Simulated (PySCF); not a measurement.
**Molecular orbitals of BaS**

PBEsol at R = 2.515 Å; basis Ba x2c-SVPall, S x2c-SVPall; spin-free X2C with a Gaussian nucleus; PySCF 2.14. State: ¹Σ⁺ (singlet), closed shell. Only the outer orbitals are listed, counted within each symmetry.

| orbital | occ. | ε (eV) | on Ba (%) | main shells (%) |
| --- | --- | --- | --- | --- |
| 13σ | 2 | -32.17 | 100 | 100 Ba s |
| 14σ | 2 | -17.75 | 88 | 88 Ba p, 9 S s |
| 7π | 2 | -17.53 | 100 | 100 Ba p |
| 7π | 2 | -17.53 | 100 | 100 Ba p |
| 15σ | 2 | -12.69 | 14 | 86 S s, 10 Ba p |
| 8π | 2 | -3.88 | 22 | 78 S p, 19 Ba d |
| 8π | 2 | -3.88 | 22 | 78 S p, 19 Ba d |
| 16σ | 2 | -3.83 | 29 | 70 S p, 15 Ba d |
| 17σ | 0 | -2.28 | 97 | 81 Ba s, 9 Ba p |
| 9π | 0 | -0.86 | 98 | 66 Ba p, 32 Ba d |
| 9π | 0 | -0.86 | 98 | 66 Ba p, 32 Ba d |

Problem. Which are the highest filled and the lowest empty level, where do they sit, and how wide is the gap?

Solution. Highest filled 16σ at -3.83 eV (in %: 70 S p, 15 Ba d); lowest empty 17σ at -2.28 eV (in %: 81 Ba s, 9 Ba p); the gap at PBEsol is 1.55 eV.

The bond order (Mayer) is 2.26. The ⟨S²⟩ is 0.000. The charge on Ba (Mulliken, basis-dependent) is 0.52 and the charge on Ba (Löwdin, basis-dependent) is 0.36. The dipole moment (positive dipole means Ba(−)S(+)) is -9.49 D.

Spin–orbit coupling is left out.
